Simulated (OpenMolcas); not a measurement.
Cu2+ among 4 point charges of -1.2 e arranged as a tetrahedron (Td), 2.15 Å from the ion.
```
   1.2413    1.2413    1.2413  -1.20
   1.2413   -1.2413   -1.2413  -1.20
  -1.2413    1.2413   -1.2413  -1.20
  -1.2413   -1.2413    1.2413  -1.20
```

```json
{
  "Program": "OpenMolcas",
  "Method": "CASSCF",
  "Basis": "ANO-RCC-VTZP [6s5p3d2f1g]",
  "Scalar Hamiltonian": "DKH2, point nucleus",
  "Active space": "9 electrons in 5 orbitals (3d)",
  "State averaging": "2S+1 = 2 even, 5 roots",
  "Spin-orbit coupling": "RASSI with atomic mean-field integrals over the reference wave functions"
}
```

Task: What is the spin-free ground state (labels of Td)?

Result: 2T2, 3-fold in its orbital part, 100 % from free-ion D terms; it has the highest spin that d9 allows.

Task: Where is the first state of the same spin?

Result: 2E at 491 cm-1 above the ground state. The two act as a nearly degenerate pair, with unquenched orbital momentum.

Task: What are the lowest two levels with spin-orbit coupling?

Result: A 2-fold level Γ7 with g = 2.00, 2.00, 2.00, then a 4-fold level Γ8 266.8 cm-1 above it. Their leading multiplicities are 2 (100 %) and 2 (100 %).

Task: What is χT at 300 K, and how does it compare with the textbook value?

Result: The lowest level has 2S+1 = 2, for which the spin-only value is χT = S(S+1) / 2 = 0.375 cm3 K/mol (g = 2). The computed 1.465 at 300 K differs by +1.090, through orbital momentum, spin-orbit coupling and any other state in reach. With a threefold ground state the orbital momentum is unquenched, so the spin-only value is not expected to hold.

Task: Which ligand-field parameters describe the states?

Result: The gap between the two states is 10Dq = -491 cm-1 (negative for this site). 

An orbital triplet at a regular site is open to Jahn-Teller coupling, which can distort the site and quench the lowest spin-orbit gaps and is left out. The ground term spreads over less than 5000 cm-1, several times less than with real ligands, so orbital moments are less quenched and χT lies further from the spin-only value than at real sites. This is an electrostatic model: the charges have no orbitals. No measured value stands beside these numbers.
